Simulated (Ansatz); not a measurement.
Stepwise reaction of `[Br][SnH2][Br]` with ammonia, as a gas-phase model of exchange steps in deposition or etching. ΔE in kJ/mol; ΔG adds harmonic PBE0-D4 terms to CCSD(T)/CBS, at 1 bar.

Program: Ansatz. Geometries: PBE0-D4/def2-TZVP. ΔE: electronic, gas phase. CCSD(T)/CBS adds triple-zeta CCSD(T) − MP2 to the extrapolated MP2 energy (def2 sets, frozen cores). This one scheme is used for every species. Functionals use def2-TZVPP. B3LYP here is the variant with VWN-RPA as its local correlation; programs differ in this. Elements past krypton have def2 core potentials. For Br, Sn outer-core shells are correlated without core-valence functions, which leaves a few kJ/mol of doubt a bond. Scalar relativity is left out up to krypton. One conformer a species, not always the lowest.

| step | reaction | PBE-D4 | B3LYP-D4 | ωB97M-V | CCSD(T)/CBS | ΔG(600 K) |
| --- | --- | --- | --- | --- | --- | --- |
| 2 | `[NH2][SnH2][Br]` + NH₃ → `[NH2][SnH2][NH2]` + HBr | 111.5 | 114.0 | 113.5 | 113.1 | 111.5 |

Question: Give the row of step 1, `[Br][SnH2][Br]` + NH₃ → `[NH2][SnH2][Br]` + HBr. (Best estimate.)

Answer: Computed: 
```json
{"step": "1", "reaction": "`[Br][SnH2][Br]` + NH₃ → `[NH2][SnH2][Br]` + HBr", "PBE-D4": "109.2", "B3LYP-D4": "111.0", "ωB97M-V": "108.5", "CCSD(T)/CBS": "109.8", "ΔG(600 K)": "91.3"}
```

Question: By hand: ΔE of the 2 steps together at CCSD(T)/CBS.

Answer: (109.8) + (113.1) = 222.9 kJ/mol, or 111.4 kJ/mol a step.

In ΔE the steps differ by no more than 3.3 kJ/mol. All are uphill at CCSD(T)/CBS. ΔG lies between 91.3 and 111.5 kJ/mol a step. PBE-D4 differs from CCSD(T)/CBS by -1.6 to -0.6 kJ/mol a step. Isolated molecules leave out the surface, adducts and barriers. Largest T1 diagnostic: 0.012.
